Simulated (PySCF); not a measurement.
# I: ionisation energy

I [Kr] 4d10 5s2 5p5 (2P) → I+ [Kr] 4d10 5s2 5p4 (3P), as a difference of total energies. Calculation: PySCF 2.14, in x2c-TZVPPall; the spin-free X2C one-electron Hamiltonian (Gaussian nucleus). Correlated levels: valence and next inner shell: [Ar] 3d10 frozen. The calculations carry no spin-orbit coupling.

```
                                method  ionisation energy (eV)  error (eV)
                                   UHF                   9.587      -0.932
    MP2 (valence and next inner shell)                  10.380      -0.139
SCS-MP2 (valence and next inner shell)                  10.337      -0.182
   CCSD (valence and next inner shell)                  10.337      -0.182
CCSD(T) (valence and next inner shell)                  10.376      -0.143
```

Reference: 10.519 eV (measured; NIST levels, between the centres of gravity of the two terms).

Errors of the correlated levels include the incompleteness of this basis and the frozen core.
